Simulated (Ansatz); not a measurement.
`[InH3]` and `[AlH3]` differ in one element.

Ansatz, PBE0-D4/def2-TZVP geometries, multiplicity 1. 

Elements past krypton have def2 core potentials.

```
                                          property  `[InH3]`
    size of the dipole moment (PBE/def2-TZVPP) / D      0.00
                 LUMO energy (PBE/def2-TZVPP) / eV     -2.66
           HOMO–LUMO gap (ωB97M-V/def2-TZVPP) / eV      9.94
                HOMO energy (PBE0/def2-TZVPP) / eV     -8.17
    zero-point energy (PBE0-D4/def2-TZVP) / kJ/mol      43.7
size of the dipole moment (ωB97M-V/def2-TZVPP) / D      0.00
```

(1) What does the change do to each property? (An estimate is asked.)

## Answers

(1) Computed: 
```tsv
property	`[AlH3]`	shift
size of the dipole moment (PBE/def2-TZVPP) / D	0.00	0.00
LUMO energy (PBE/def2-TZVPP) / eV	-2.54	0.12
HOMO–LUMO gap (ωB97M-V/def2-TZVPP) / eV	10.67	0.73
HOMO energy (PBE0/def2-TZVPP) / eV	-8.58	-0.41
zero-point energy (PBE0-D4/def2-TZVP) / kJ/mol	48.3	4.6
size of the dipole moment (ωB97M-V/def2-TZVPP) / D	0.00	0.00
```

With PBE0 the HOMO falls by 0.41 eV and the LUMO rises by 0.15 eV, so the gap widens by about 0.56 eV. PBE moves the HOMO by -0.30 eV and ωB97M-V by -0.44 eV.
